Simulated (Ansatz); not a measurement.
`[SiH3][SiH2][SiH2][SiH3]` + `BS` → `BS[SiH2][SiH2][SiH3]` + SiH₄  (cleavage of the Si–Si bond)

Computed with Ansatz on PBE0-D4/def2-TZVP structures; ΔE is electronic, products minus reactants. CCSD(T)/CBS adds triple-zeta CCSD(T) − MP2 to the extrapolated MP2 energy (def2 sets, frozen cores). This one scheme is used for every species. Functionals use def2-TZVPP. Each species was taken in one conformer, which may not be the lowest.

| level | ΔE (kJ/mol) | difference from CCSD(T)/CBS |
| --- | --- | --- |
| LDA (SPW92) | -34.3 | 11.4 |
| BLYP-D4 | -42.3 | 3.4 |
| B97M-V | -38.0 | 7.7 |
| BHLYP-D4 | -47.4 | -1.7 |
| r2SCANh | -39.6 | 6.1 |
| BHLYP | -41.8 | 3.9 |
| CAM-B3LYP | -39.4 | 6.3 |
| LC-ωPBE | -36.0 | 9.7 |
| RPA@PBE/def2-TZVPP | -41.7 | 4.0 |
| MP2/def2-SVP | -44.3 | 1.4 |
| CCSD(T)/def2-SVP | -37.2 | 8.5 |
| HF/def2-TZVPP | -45.9 | -0.2 |
| MP2/def2-TZVPP | -53.0 | -7.3 |
| SCS-MP2/def2-TZVPP | -51.3 | -5.6 |
| HF/def2-QZVPP | -46.4 | -0.7 |
| CCSD/CBS(def2) | -44.5 | 1.2 |
| CCSD(T)/CBS | -45.7 | 0 |

Largest T1 diagnostic among the species: 0.015.

At CCSD(T), def2-SVP lies +8.5 kJ/mol from the extrapolated value and def2-TZVPP +2.6 kJ/mol. From BLYP to BHLYP (50 % exact exchange), in def2-TZVPP and without D4, ΔE moves by −8.7 kJ/mol.
